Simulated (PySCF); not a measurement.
Species: C₂H₅BF₂O₂.
SMILES with atom numbers: `[BH2:1][O:2][CH2:3][O:4][CH:5]([F:6])[F:7]` (hydrogens: H8, H9 on B1; H10, H11 on C3; H12 on C5)

Level of theory: PySCF 2.14.0, PBE0-D3(BJ)/def2-SVP geometry optimisation, gas phase.

(1) What internal coordinates does the optimisation give?

Results:

(1) 
| bond | length (Å) | order |
| --- | --- | --- |
| B1–O2 | 1.349 | single |
| O2–C3 | 1.401 | single |
| C3–O4 | 1.391 | single |
| O4–C5 | 1.364 | single |
| C5–F6 | 1.349 | single |
| C5–F7 | 1.328 | single |
| B1–H8, B1–H9 | 1.209 | single |
| C3–H10, C3–H11 | 1.101 | single |
| C5–H12 | 1.104 | single |

Bonds in one row agree within 0.01 Å and their mean is given. Orders are formal, as drawn. A selection of angles:
| angle | degrees |
| --- | --- |
| O2–B1–H8 | 119.7 |
| O2–B1–H9 | 116.9 |
| H8–B1–H9 | 123.4 |
| B1–O2–C3 | 122.1 |
| O2–C3–O4 | 110.5 |
| O2–C3–H10 | 107.6 |
| O2–C3–H11 | 111.1 |
| O4–C3–H10 | 110.8 |
| O4–C3–H11 | 106.2 |
| H10–C3–H11 | 110.6 |
| C3–O4–C5 | 115.6 |
| O4–C5–F6 | 110.2 |
| O4–C5–F7 | 106.9 |
| O4–C5–H12 | 113.0 |
| F6–C5–F7 | 108.3 |
| F6–C5–H12 | 108.1 |
| F7–C5–H12 | 110.2 |

Torsions: B1–O2–C3–O4 -102° (anticlinal); O2–C3–O4–C5 -70° (synclinal); C3–O4–C5–F6 -69° (synclinal). The mirror-image conformer, all signs reversed, is as good.

The 3 C–O bonds span 1.364 Å (O4–C5, drawn single) to 1.401 Å (O2–C3, drawn single), a spread of 0.037 Å. Of the pairs four or more bonds apart, F6···H10 is among the closest relative to their van der Waals radii: 2.49 Å, 93 % of the sum of Bondi's values. B1 (three-coordinate boron) is planar (angles 123.4°, 119.7° and 116.9°, sum 360.0°, 0.00 Å off the plane of its three neighbours). O4 (ether oxygen) is bent (angle 115.6°). The C–F distances run from 1.328 Å (C5–F7, drawn single) to 1.349 Å (C5–F6, drawn single), a spread of 0.021 Å.

Point group: C1 (no symmetry element, even within 0.4 Å). PBE0-D3(BJ)/def2-SVP frequencies: not computed here. The numbers are those of one conformer (H–B1–O2–C3 -4° and 177°, B1–O2–C3–O4 -102°, O2–C3–O4–C5 -70°, C3–O4–C5–F6 -69°).

Hardware: an Arm Neoverse V2 with one thread, no GPU, shared host. Cost: 63 s, 0.51 GiB resident at most. That covers the optimisation of the geometry.
